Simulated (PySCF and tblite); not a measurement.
methyl benzoate, C8H8O2, numbered as in [CH3:1][O:2][C:3](=[O:4])[c:5]1[cH:6][cH:7][cH:8][cH:9][cH:10]1.

Search: ETKDG and KDG, MMFF94s, GFN2-xTB, 90 starts; geometries at GFN2-xTB. Weights use PBE0-D3(BJ)/pcSseg-1 (IEF-PCM, chloroform) energies plus GFN2-xTB zero-point and thermal terms (modes under about 100 cm⁻¹ blended into free rotors). Symmetry numbers and mirror images are counted. Conformers within 3 kcal/mol (GFN2-xTB free energy) were kept, 10 at most. GIAO shieldings: PBE0/pcSseg-1 (IEF-PCM, chloroform). Shifts are against TMS (¹H), TMS (¹³C) at the same level. (PySCF 2.14, tblite 0.8.)

Torsions listed: C1–O2–C3–O4, O2–C3–C5–C6.

```
conformer     shape  weight %  dipole D
        1  0°, 180°     100.0      2.42
```

(1) How do the computed shifts compare with measured ones?

Answers

(1) 
| nucleus | signal | leading conformer | average | measured | medium |
| --- | --- | --- | --- | --- | --- |
| ¹H | H1 | 4.23 | 4.23 | 3.898 | not stated in the table (CDCl3 in this author's series) |
| ¹H | H6/H10 | 8.58 | 8.58 | 8.033 | not stated in the table (CDCl3 in this author's series) |
| ¹H | H7/H9 | 7.94 | 7.94 | 7.415 | not stated in the table (CDCl3 in this author's series) |
| ¹H | H8 | 8.05 | 8.05 | 7.534 | not stated in the table (CDCl3 in this author's series) |

Measured values: Pretsch, Buehlmann, Badertscher, Structure Determination of Organic Compounds, 4th ed. (2009); Shapiro, Mohrmann, J. Phys. Chem. Ref. Data 1977, 6, 919; The use of chemical shift calculations in the conformational analysis of substituted benzenes, New J. Chem. 2019 (ESI). Mean difference for ¹H: 0.48 ppm, scatter 0.09 ppm. The computed shifts are unscaled and lack vibrational corrections.
